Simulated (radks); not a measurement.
The table gives one normalised radial function P(r) = r R(r) (large component) of Te33+ in [Ar] 3d1 (r in bohr). All-electron calculation, Dirac Kohn-Sham, BLYP, spin-unpolarised, spherical densities, finite nucleus; open shells fill j = l - 1/2 first; Fermi nuclear charge, rms radius 4.7423 fm. Program: a radial shooting solver on a logarithmic mesh with Libxc functionals.

r,P
0.0009653,0.0000
0.001198,0.0000
0.001499,0.0000
0.00186,0.0001
0.002309,0.0001
0.002888,0.0002
0.003585,0.0004
0.004485,0.0007
0.005566,0.0012
0.006908,0.0021
0.008642,0.0039
0.01073,0.0069
0.01331,0.0121
0.01665,0.0217
0.02067,0.0378
0.02565,0.0651
0.03209,0.1124
0.03983,0.1865
0.04983,0.3065
0.06185,0.4789
0.07676,0.7188
0.09603,1.0398
0.1192,1.3961
0.1479,1.7424
0.1851,1.9961
0.2297,2.0386
0.285,1.8221
0.3566,1.3637
0.4426,0.8393
0.5537,0.3894
0.6872,0.1357
0.8529,0.0326

Which n and l does it have? It may be an empty orbital.

Answer. n = 3, l = 2: the number of nodes gives n - l - 1 = 0, the rise at small r points to l (for j = l - 1/2 the large component starts outside the nucleus as r^gamma with gamma = sqrt(l^2 - (Z/c)^2) = 1.96 and the r^(l+1) term takes over further out; the orbital of l - 1 with the same j starts with the same power, but with a larger coefficient, and does not steepen), and the extent must fit the shell. The curve is that of 3d3/2; the two j differ most near the nucleus, where j = l - 1/2 has the larger amplitude, and in heavy atoms j = l - 1/2 is also the more compact. 3d3/2: eigenvalue -2022.0 eV, 0 radial nodes, <r> = 0.255 bohr, 90 % of the charge inside 0.392 bohr.
